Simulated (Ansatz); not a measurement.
`C[O][GeH2][SH]` → CH₃OH + `[SH][GeH]`  (germylene formation by 1,1-elimination)

Calculated with Ansatz (gas phase, PBE0-D4/def2-TZVP geometries, no zero-point term in ΔE). CBS: MP2 limit from def2 TZ/QZ plus the TZ coupled-cluster correction, frozen cores. This one scheme is used for every species. Functionals use def2-TZVPP. B3LYP here is the variant with VWN-RPA as its local correlation; programs differ in this. For Ge outer-core shells are correlated without core-valence functions, which leaves a few kJ/mol of doubt a bond. Scalar relativity is left out up to krypton. One conformer a species, not always the lowest.

`C[O][GeH2][SH]`:

Z-matrix (Å, degrees):
```
C
O 1 1.409
H 1 1.098 2 111.9
H 1 1.092 2 107.9 3 -118.9
H 1 1.096 2 111.9 3 121.9
Ge 2 1.773 1 118.8 3 -61.9
S 6 2.220 2 111.0 1 -59.5
H 6 1.538 2 110.1 1 56.2
H 6 1.530 2 104.0 1 179.9
H 7 1.343 6 94.0 2 -68.8
```

CH₃OH:

Cartesian coordinates in Å:
```
C -0.040 -0.264 0.236
O 0.409 0.978 -0.257
H 0.341 -0.361 1.253
H 0.339 -1.109 -0.352
H -1.135 -0.327 0.275
H 0.086 1.084 -1.154
```

`[SH][GeH]`:

Z-matrix (Å, degrees):
```
S
Ge 1 2.225
H 1 1.342 2 100.2
H 2 1.595 1 93.7 3 -0.0
```

CCSD(T)/CBS gives +31.9 kcal/mol.

(1) Another level gave +33.3 kcal/mol. Which?
A. B3LYP/def2-TZVPP
B. ωB97M-V/def2-TZVPP
C. ωB97X-V/def2-TZVPP
D. r2SCAN/def2-TZVPP

Largest T1 diagnostic among the species: 0.015.

## Answers

(1) D. r2SCAN 33.3, ωB97M-V 30.8, B3LYP 24.6, ωB97X-V 35.1 kcal/mol.

The D4 term adds +3.3 kcal/mol with B3LYP and +1.9 kcal/mol with PBE0; it sums over pairs of atoms, weighted by their polarisabilities, and B3LYP, whose exchange is more repulsive, gets the larger term. In def2-TZVPP, CCSD(T) changes the Hartree–Fock value by +4.5 kcal/mol (the triples alone add +0.6 kcal/mol) and MP2 by +8.0 kcal/mol.
